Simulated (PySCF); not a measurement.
Species: C5H13OPSi.
Geometry (PBE0-D3(BJ)/def2-SVP, Å), atoms numbered from 1 in this order:
```xyz
21
C5H13OPSi angstrom
Si     3.262   -0.605   -0.051
C      1.719    0.477    0.057
P      0.191   -0.443    0.559
C     -1.114    0.850    0.263
C     -2.464    0.181    0.026
O     -2.481   -0.615   -1.128
C     -1.655   -1.746   -1.059
C     -0.171   -1.400   -0.995
H      4.453    0.238   -0.380
H      3.505   -1.301    1.248
H      3.109   -1.638   -1.121
H      1.570    1.002   -0.904
H      1.910    1.246    0.825
H     -0.854    1.464   -0.617
H     -1.171    1.515    1.139
H     -3.247    0.942   -0.113
H     -2.745   -0.424    0.914
H     -1.867   -2.337   -1.964
H     -1.932   -2.371   -0.184
H      0.426   -2.326   -1.004
H      0.105   -0.810   -1.887
```

Computed with PySCF at PBE0/pcSseg-1, non-relativistic, on one gas-phase PBE0-D3(BJ)/def2-SVP geometry that isn't relaxed in the solvent. The solvent is an IEF-PCM continuum (van der Waals radii × 1.2). Specific hydrogen bonds and non-electrostatic terms are outside this model.

| run | E − E(gas) (kJ/mol) | HOMO (eV) | HOMO–LUMO gap (eV) | dipole (D) |
| --- | --- | --- | --- | --- |
| gas | 0.00 | -6.64 | 7.25 | 0.85 |
| P | -20.01 | -6.64 | 7.40 | 1.28 |
| Q | -14.12 | -6.62 | 7.35 | 1.12 |

Task: The runs were made in chloroform and dimethylsulfoxide. Which run belongs to which solvent?

Result: P = dimethylsulfoxide, Q = chloroform. The dielectric constants are 4.711 (chloroform), 46.83 (dimethylsulfoxide), and the energy falls further as ε rises. In this model the ground state sees the solvent through ε alone.

Task: How constant is the ratio of the lowering to (ε − 1)/(2ε + 1)?

Result: 
```
          solvent  (ε − 1)/(2ε + 1)  E − E(gas) (kJ/mol)  ratio (kJ/mol)  polarisation term (kJ/mol)
       chloroform             0.356               -14.12           -39.6                      -15.49
dimethylsulfoxide             0.484               -20.01           -41.3                      -22.90
```

The ratio changes by +4.2 % in size from chloroform to dimethylsulfoxide. The polarisation term is half the interaction of the solute with the induced surface charges.

Hardware: an AMD EPYC 9R14 with one thread, shared host with 96 logical CPUs at a one-minute load of 67. Cost: 28 s wall, 1.2 GiB resident at most. This is the whole shielding run at PBE0/pcSseg-1 in dimethylsulfoxide, SCF included.
